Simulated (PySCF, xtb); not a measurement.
GaO, SMILES [O]=[Ga], multiplicity 2.

Harmonic wavenumbers (cm⁻¹) from xtb 6.7.1 with GFN2-xTB at its own minimum, in rising order: 721.

Question: What does PBE-D3(BJ)/def2-TZVPD run with PySCF give at its own minimum? (Estimate from the structure and the level; the computed values follow.)

Answer: 755. Paired by order, the mean absolute difference is 35 cm⁻¹ and the zero-point energies are 1.0 and 1.1 kcal/mol.
